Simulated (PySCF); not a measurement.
C2H6N, charge -1, singlet, at a GFN2-xTB geometry; BLYP/STO-3G (PySCF).

The PySCF input:
```python
from pyscf import gto, scf, dft

mol = gto.M(
    atom='''
C     1.34206891   -0.30342750   -0.00661096
C     0.14876589    0.55092354   -0.00453656
N    -1.30721820   -0.07433856    0.00884616
H     1.32777328   -0.97632740    0.89192972
H     1.31633528   -0.98796197   -0.89606266
H     0.10851373    1.19267402   -0.89918986
H     0.11990906    1.20426517    0.88213160
H    -1.32833243   -0.69336521    0.82186557
H    -1.33868028   -0.70389088   -0.79571234
''',
    basis='sto-3g',
    charge=-1,
    verbose=4,
    symmetry=True,
)

mf = dft.RKS(mol)
mf.xc = 'blyp'
mf.irrep_nelec = {"A'": 22, 'A"': 4}
mf.kernel()
mf.analyze()
```

Output, abridged:

```
PySCF version 2.14.0

[INPUT] verbose = 4
[INPUT] num. atoms = 9
[INPUT] num. electrons = 26
[INPUT] charge = -1
[INPUT] spin (= nelec alpha-beta = 2S) = 0
[INPUT] symmetry True subgroup None
[INPUT] Mole.unit = angstrom
[INPUT] Symbol           X                Y                Z      unit          X                Y                Z       unit  Magmom
[...]
nuclear repulsion = 74.5428138158501
point group symmetry = Cs
symmetry origin: [3.02356186e-09 3.77945223e-09 2.26767137e-09]
symmetry axis x: [-0.07865455 -0.99687743  0.0069899 ]
symmetry axis y: [ 0.99688141 -0.07869599 -0.00586509]
symmetry axis z: [0.00639686 0.00650678 0.99995837]
num. orbitals of irrep A' = 15
num. orbitals of irrep A" = 6
number of shells = 15
number of NR pGTOs = 63
number of NR cGTOs = 21
basis = sto-3g
ecp = {}

******** <class 'pyscf.dft.rks_symm.SymAdaptedRKS'> ********
method = SymAdaptedRKS
initial guess = minao
damping factor = 0
level_shift factor = 0
DIIS = <class 'pyscf.scf.diis.CDIIS'>
diis_start_cycle = 1
diis_space = 8
diis_damp = 0
SCF conv_tol = 1e-09
SCF conv_tol_grad = None
SCF max_cycles = 50
direct_scf = True
direct_scf_tol = 1e-13
XC library pyscf.dft.libxc version 7.1.2
    S. Lehtola, C. Steigemann, M. J. T. Oliveira, and M. A. L. Marques,  SoftwareX 7, 1–5 (2018)
XC functionals = blyp
    A. D. Becke,  Phys. Rev. A 38, 3098 (1988)
    C. Lee, W. Yang, and R. G. Parr,  Phys. Rev. B 37, 785 (1988)
    B. Miehlich, A. Savin, H. Stoll, and H. Preuss,  Chem. Phys. Lett. 157, 200 (1989)
radial grids:
    Treutler-Ahlrichs [JCP 102, 346 (1995); DOI:10.1063/1.469408] (M4) radial grids

becke partition: Becke, JCP 88, 2547 (1988); DOI:10.1063/1.454033
pruning grids: <function nwchem_prune>
grids dens level: 3
symmetrized grids: True
atomic radii adjust function: <function treutler_atomic_radii_adjust>
small_rho_cutoff = 0
Freeze 26 electrons in irreps ["A'", 'A"']
    0 free electrons in irreps
Set gradient conv threshold to 3.16228e-05
Initial guess from minao.
tot grids = 100992
init E= -132.712444546092
HOMO (A') = 0.16910982907989  LUMO (A") = -0.307229931950694  gap/eV = -12.96187

WARN: A' HOMO 0.16910982907989 > system LUMO -0.307229931950694

WARN: A" LUMO -0.307229931950694 < system HOMO 0.16910982907989

cycle= 1 E= -130.976794416685  delta_E= 1.74  |g|= 0.942  |ddm|= 4.83
HOMO (A') = 0.672501525747967  LUMO (A") = 0.192948517357929  gap/eV = -13.04930

WARN: A' HOMO 0.672501525747967 > system LUMO 0.192948517357929

WARN: A" LUMO 0.192948517357929 < system HOMO 0.672501525747967

cycle= 2 E= -128.418238527209  delta_E= 2.56  |g|= 1.89  |ddm|= 8.23
HOMO (A') = 0.579672172464013  LUMO (A") = 0.175268257033019  gap/eV = -11.00439

WARN: A' HOMO 0.579672172464013 > system LUMO 0.175268257033019

WARN: A" LUMO 0.175268257033019 < system HOMO 0.579672172464013

cycle= 3 E= -129.945696534042  delta_E= -1.53  |g|= 1.24  |ddm|= 9.41
HOMO (A') = 0.642482698840538  LUMO (A") = 0.0479529089792685  gap/eV = -16.17798

WARN: A' HOMO 0.642482698840538 > system LUMO 0.0479529089792685

WARN: A" LUMO 0.0479529089792685 < system HOMO 0.642482698840538

cycle= 4 E= -130.647962254185  delta_E= -0.702  |g|=  1.1  |ddm|= 8.51
HOMO (A') = 0.659447953724596  LUMO (A") = 0.043592366638508  gap/eV = -16.75828

WARN: A' HOMO 0.659447953724596 > system LUMO 0.043592366638508

WARN: A" LUMO 0.043592366638508 < system HOMO 0.659447953724596

cycle= 5 E= -131.212919352702  delta_E= -0.565  |g|= 0.637  |ddm|= 2.31
HOMO (A') = 0.645501427430471  LUMO (A") = 0.0367236119243349  gap/eV = -16.56569

WARN: A' HOMO 0.645501427430471 > system LUMO 0.0367236119243349

WARN: A" LUMO 0.0367236119243349 < system HOMO 0.645501427430471

cycle= 6 E= -131.065004616877  delta_E= 0.148  |g|= 0.804  |ddm|= 3.92
HOMO (A') = 0.647837931232841  LUMO (A") = 0.0361011883701802  gap/eV = -16.64620

WARN: A' HOMO 0.647837931232841 > system LUMO 0.0361011883701802

WARN: A" LUMO 0.0361011883701802 < system HOMO 0.647837931232841

[...]

WARN: A" LUMO 0.0332926406397043 < system HOMO 0.65882653161082

cycle= 15 E= -131.384587228439  delta_E= -0.00907  |g|= 0.0896  |ddm|= 0.639
HOMO (A') = 0.655644583398088  LUMO (A") = 0.0321731833684862  gap/eV = -16.96552

WARN: A' HOMO 0.655644583398088 > system LUMO 0.0321731833684862

WARN: A" LUMO 0.0321731833684862 < system HOMO 0.655644583398088

cycle= 16 E= -131.385876607039  delta_E= -0.00129  |g|= 0.0763  |ddm|= 0.483
HOMO (A') = 0.656052004794152  LUMO (A") = 0.0326899864935254  gap/eV = -16.96254

WARN: A' HOMO 0.656052004794152 > system LUMO 0.0326899864935254

WARN: A" LUMO 0.0326899864935254 < system HOMO 0.656052004794152

cycle= 17 E= -131.387912357517  delta_E= -0.00204  |g|= 0.0424  |ddm|= 0.0814
HOMO (A') = 0.656095638198911  LUMO (A") = 0.0329813525321152  gap/eV = -16.95580

WARN: A' HOMO 0.656095638198911 > system LUMO 0.0329813525321152

WARN: A" LUMO 0.0329813525321152 < system HOMO 0.656095638198911

cycle= 18 E= -131.388456452119  delta_E= -0.000544  |g|= 0.0226  |ddm|= 0.141
HOMO (A') = 0.656075675284019  LUMO (A") = 0.0329651812139331  gap/eV = -16.95570

WARN: A' HOMO 0.656075675284019 > system LUMO 0.0329651812139331

WARN: A" LUMO 0.0329651812139331 < system HOMO 0.656075675284019

cycle= 19 E= -131.388632040188  delta_E= -0.000176  |g|= 0.00762  |ddm|= 0.103
HOMO (A') = 0.656021768554687  LUMO (A") = 0.0330084237436223  gap/eV = -16.95306

WARN: A' HOMO 0.656021768554687 > system LUMO 0.0330084237436223

WARN: A" LUMO 0.0330084237436223 < system HOMO 0.656021768554687

cycle= 20 E= -131.388669451574  delta_E= -3.74e-05  |g|= 0.000576  |ddm|= 0.091
HOMO (A') = 0.656036290918834  LUMO (A") = 0.0330297224021157  gap/eV = -16.95287

WARN: A' HOMO 0.656036290918834 > system LUMO 0.0330297224021157

WARN: A" LUMO 0.0330297224021157 < system HOMO 0.656036290918834

cycle= 21 E= -131.388669913692  delta_E= -4.62e-07  |g|= 0.000253  |ddm|= 0.014
HOMO (A') = 0.656036858170216  LUMO (A") = 0.033027911512857  gap/eV = -16.95294

WARN: A' HOMO 0.656036858170216 > system LUMO 0.033027911512857

WARN: A" LUMO 0.033027911512857 < system HOMO 0.656036858170216

cycle= 22 E= -131.388669946551  delta_E= -3.29e-08  |g|= 1.93e-05  |ddm|= 0.00141
HOMO (A') = 0.656037325551495  LUMO (A") = 0.0330280852221755  gap/eV = -16.95294

WARN: A' HOMO 0.656037325551495 > system LUMO 0.0330280852221755

WARN: A" LUMO 0.0330280852221755 < system HOMO 0.656037325551495

cycle= 23 E= -131.388669946748  delta_E= -1.97e-10  |g|= 2.47e-06  |ddm|= 0.000168
HOMO (A') = 0.656037653947363  LUMO (A") = 0.0330278062534329  gap/eV = -16.95296

WARN: A' HOMO 0.656037653947363 > system LUMO 0.0330278062534329

WARN: A" LUMO 0.0330278062534329 < system HOMO 0.656037653947363

Extra cycle  E= -131.388669946325  delta_E= 4.23e-10  |g|= 2.97e-05  |ddm|= 0.000178
converged SCF energy = -131.388669946325
**** SCF Summaries ****
Total Energy =                        -131.388669946324740
Nuclear Repulsion Energy =              74.542813815850096
One-electron Energy =                 -334.535705582320361
Two-electron Energy =                  128.604221820145511
Two-electron Coulomb Energy =          149.170741058408794
DFT Exchange-Correlation Energy =      -20.566519238263275
HOMO-LUMO gap [eV] =                   -16.952961459860941
Wave-function symmetry = A'
occupancy for each irrep:     A'   A"
                              11    2
**** MO energy ****
[...]
 ** Mulliken pop on meta-lowdin orthogonal AOs  **
 ** Mulliken pop  **
[...]
 ** Mulliken atomic charges  **
charge of    0C =     -0.51334
charge of    1C =     -0.21547
charge of    2N =     -0.49441
charge of    3H =      0.04047
charge of    4H =      0.04047
charge of    5H =      0.05095
charge of    6H =      0.05095
charge of    7H =      0.02019
charge of    8H =      0.02019

WARN: System has nonzero charge -1; the dipole moment is origin-dependent.
Location of origin: [0. 0. 0.]

Dipole moment(X, Y, Z, Debye): -1.48938, -0.59497,  0.01340
```
